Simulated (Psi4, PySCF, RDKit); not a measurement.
Internal rotation in SMILES CC[SiH2]N (C2H9NSi). Scanned: dihedral C2–Si3–N4–H12; all other coordinates were relaxed at GFN2-xTB. Heavy atoms are numbered in the order of the SMILES CC[SiH2]N, hydrogens after them in the order of the atoms that carry them; the mirror image has the same energies with the sign of each dihedral reversed.

RKS-B3LYP/6-31G* = restricted B3LYP/6-31G*, spherical d // GFN2-xTB run with PySCF 2.14.0; UFF // GFN2-xTB (RDKit); RKS-B3LYP/6-311+G** = restricted B3LYP/6-311+G**, spherical d, density fitting // GFN2-xTB run with PySCF; MP2/cc-pVTZ = Psi4 with DF-MP2 (frozen core)/cc-pVTZ // GFN2-xTB.

Energies relative to the lowest point of each profile, in kcal/mol; the last columns give the difference from MP2:

```tsv
φ / °	RKS-B3LYP/6-31G*	UFF	RKS-B3LYP/6-311+G**	MP2/cc-pVTZ	RKS-B3LYP/6-31G* − MP2/cc-pVTZ	UFF − MP2/cc-pVTZ	RKS-B3LYP/6-311+G** − MP2/cc-pVTZ
-150	1.2	1.3	1.1	1.0	0.1	0.2	0.1
-120	0.9	3.1	0.7	0.9	0.0	2.1	-0.2
-90	0.4	0.0	0.5	0.5	-0.1	-0.5	0.0
-60	0.0	0.8	0.2	0.0	0.0	0.8	0.2
-30	0.5	2.9	0.5	0.4	0.1	2.5	0.1
0	1.0	6.7	0.6	0.9	0.2	5.8	-0.2
30	0.6	2.9	0.5	0.4	0.1	2.5	0.1
60	0.0	0.8	0.2	0.0	0.0	0.8	0.2
90	0.4	0.0	0.5	0.5	-0.1	-0.5	0.0
120	0.5	2.9	0.3	0.6	-0.1	2.3	-0.4
150	0.0	2.8	0.0	0.1	-0.1	2.7	-0.1
180	0.2	1.6	0.3	0.2	0.1	1.4	0.2
```

RKS-B3LYP/6-31G* is furthest from MP2/cc-pVTZ at 0 (0.2 kcal/mol, above); its mean absolute difference over the points is 0.1 kcal/mol.

UFF is furthest from MP2/cc-pVTZ at 0 (5.8 kcal/mol, above); its mean absolute difference over the points is 1.9 kcal/mol.

RKS-B3LYP/6-311+G** is furthest from MP2/cc-pVTZ at 120 (-0.4 kcal/mol, below); its mean absolute difference over the points is 0.1 kcal/mol.
